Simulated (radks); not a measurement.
The numbers below are computed, except where a source is named.
The nuclear charge of neutral tin is varied continuously with 50 electrons held in [Kr] 4d10 5s2 5p2. Level of theory: scalar-relativistic Kohn-Sham, PBE, spin-polarised, spherical densities, finite nucleus; open shells are filled with parallel spins first (spin-orbit coupling, left out, can overturn this in heavy ions); Fermi nuclear charge, rms radius 4.6519 fm (a radial shooting solver on a logarithmic mesh with Libxc functionals). By the Hellmann-Feynman theorem dE/dZ = E(electron-nucleus)/Z, the electronic potential at the nucleus (averaged over a nucleus of fixed radius). The scalar-relativistic energy here is not variational (the density holds large components alone), so the two differ by a part that grows with Z.

Z,E (hartree),E(electron-nucleus)/Z (hartree),HOMO,e(HOMO) (eV),<r> HOMO (bohr)
49.8,-6117.28345,-297.083,5p,-2.758,3.381
49.9,-6147.13215,-297.914,5p,-3.443,3.288
50,-6177.06463,-298.744,5p,-4.157,3.205
50.1,-6207.08086,-299.574,5p,-4.899,3.129
50.2,-6237.18083,-300.404,5p,-5.666,3.060
50.3,-6267.36451,-301.234,5p,-6.458,2.996
50.4,-6297.63190,-302.064,5p,-7.274,2.937
50.5,-6327.98299,-302.893,5p,-8.113,2.882
50.6,-6358.41777,-303.723,5p,-8.974,2.831
50.7,-6388.93624,-304.552,5p,-9.856,2.783
50.8,-6419.53841,-305.381,5p,-10.759,2.737
50.9,-6450.22429,-306.211,5p,-11.682,2.694
51,-6480.99388,-307.040,5p,-12.625,2.653

The central difference of E at Z = 50 is -299.744 hartree, to compare with the third column; the second derivative is -8.38 hartree.
